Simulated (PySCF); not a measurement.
Where the electron goes

Compound: C3H10OSi3.
Z-matrix (Å and degrees, GFN2-xTB geometry), rows numbered from 1:
```
C 
C   1  1.3286
C   2  1.4989  1  121.20
Si  3  1.9124  2  111.24  1  -102.17
O   4  1.6219  3  108.31  2   -47.91
Si  5  1.6417  4  141.84  3    12.58
Si  2  1.8978  1  122.57  3  -174.18
H   1  1.0771  2  121.73  3   178.40
H   1  1.0808  2  122.25  3    -2.33
H   3  1.0925  2  109.57  1   137.48
H   3  1.0914  2  110.39  1    19.59
H   4  1.4614  3  110.71  2    68.50
H   4  1.4604  3  111.27  2  -163.21
H   6  1.4663  5  103.66  4   123.34
H   6  1.4670  5  103.60  4  -123.24
H   7  1.4765  2  107.29  1  -118.02
H   7  1.4703  2  108.39  1    -3.17
```

Method: TDDFT wB97X-D/def2-SVPD, vertical, gas phase, core orbitals frozen in the response in PySCF.

Frontier orbitals with the atoms that hold most of them (Löwdin shares over 4%, at most four atoms; ? is withheld):

| orbital | ε (eV) | atoms |
| --- | --- | --- |
| LUMO+2 | 1.88 | Si7 27%, Si6 20%, C2 10%, H16 9% |
| LUMO+1 | 1.62 | Si7 23%, Si6 17%, C1 14%, C2 13% |
| LUMO | ? | Si6 23%, Si7 17%, C1 12%, C2 12% |
| HOMO | -8.89 | ? |
| HOMO-1 | -10.10 | ? |
| HOMO-2 | -10.32 | O5 30%, Si6 13%, Si4 12%, H14 11% |
| HOMO-3 | -10.81 | C2 23%, Si7 19%, O5 11%, C3 10% |

(1) Which atoms hold the HOMO-1, and with what shares?

(2) Which atoms hold the HOMO, and with what shares?

(3) What is the LUMO energy, and the HOMO–LUMO gap?

Results:

(1) Si7 (bonded to C, Si and 2 H) 19%; Si6 (bonded to O, Si and 2 H) 18%; C2 (bonded to 2 C and Si) 14%; O5 (bonded to 2 Si) 12%. By element: silicon 37% or more, carbon 14% or more, oxygen 12%.

(2) C1 (bonded to C and 2 H) 26%; C2 (bonded to 2 C and Si) 20%; C3 (bonded to C, Si and 2 H) 12%; Si7 (bonded to C, Si and 2 H) 7%. By element: carbon 58%, silicon 7% or more.

(3) ε(LUMO) = 0.87 eV; the gap is 9.76 eV (0.3588 hartree).

Q: How does S1 compare with the orbital gap of 9.76 eV?

A: S1 is at 5.73 eV (f = 0.114), 4.03 eV below the gap, made of HOMO→LUMO (87%). 

Q: Give energy, strength and leading configuration of S1, S2 and S5, and follow the Löwdin shares of the leading atoms from the occupied to the empty orbital.

A: 
- S1 (5.73 eV, f 0.114), HOMO→LUMO (87%): C1 26% → 12%, C2 20% → 12%, Si6 at most 8% → 23%, Si7 7% → 17%
- S2 (6.42 eV, f 0.104), HOMO→LUMO+1 (70%): C1 26% → 14%, C2 20% → 13%, Si7 7% → 23%, Si6 at most 8% → 17%
- S5 (6.76 eV, f 0.0029), HOMO-2→LUMO (70%): O5 30% → at most 13%, Si6 13% → 23%, Si7 at most 11% → 17%

Löwdin shares depend on the basis, the more so with diffuse functions.

One conformer stands for the species.
